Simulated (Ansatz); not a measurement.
A run for Ansatz (a first-principles code): R-B3LYP/def2-TZVPPD on C2H7Br (a complex), monomers drawn apart or pushed together. Files ending in .json are basis or fitting sets from the Basis Set Exchange.

Ansatz 0.2 input:
```yaml
crystal:
  periodic: [false, false, false]
  atoms:
    - {symbol: C, position_ang: [0.05417364, 0.05640722, 0.16268498]}
    - {symbol: H, position_ang: [-0.12555833, -0.57143035, 1.03421359]}
    - {symbol: H, position_ang: [-0.57916204, 0.94176924, 0.21288607]}
    - {symbol: H, position_ang: [1.10137235, 0.35710060, 0.13704253]}
    - {symbol: H, position_ang: [-0.18084523, -0.50195570, -0.74246462]}
    - {symbol: C, position_ang: [0.57283860, 1.12964237, 4.91806618]}
    - {symbol: Br, position_ang: [-0.07991514, -0.66013856, 5.36736264]}
    - {symbol: H, position_ang: [0.60866085, 1.20184446, 3.83714377]}
    - {symbol: H, position_ang: [1.55988612, 1.23764792, 5.35365675]}
    - {symbol: H, position_ang: [-0.12278815, 1.84745441, 5.33821441]}
basis:
  gaussian:
    orbitals: def2-TZVPPD.json
hamiltonian:
  xc: {name: B3LYP}
scf: {lower_state_search: off}
```

The log:

```
WARN ansatz: RAYON_NUM_THREADS=1 ignored (pool sized by the plan → 1); use --threads N
Functional definition: B3LYP
these checks for a lower state are left out or cut short: stability, starts, cluster_reference, orbital_swaps, neighbouring_geometries, increment
integrals: 0.15 GiB planned
1217 factors; their error is unknown
mean field: 1.33 GiB planned
mean field evaluation 1: about -72226.6712 eV, gradient 6.7e1 eV
mean field evaluation 2: about -72220.4070 eV, gradient 7.8e1 eV
mean field evaluation 4: about -72236.5780 eV, gradient 4.5e0 eV
mean field evaluation 8: about -72236.8532 eV, gradient 1.4e-1 eV
mean field evaluation 16: about -72236.8532 eV, gradient 2.1e-6 eV
mean field -72236.85323842 eV, -2654.6553926143 hartree, gradient 3.0e-6 eV, S^2 0.000000; 0 other end points of the search recorded, 0 dependent functions left out
reference -72236.85355816 eV, -2654.6554043645 hartree; 27, 27 occupied and 223, 223 virtual orbitals, 1217 factors
Total energy: -72236.85355816 eV, -2654.6554043645 hartree
Checks for a lower state left out: stability, starts, cluster_reference, orbital_swaps, neighbouring_geometries, increment
```

The calculation finished and met its thresholds.

Cost: about 5 core-seconds (a rough figure).
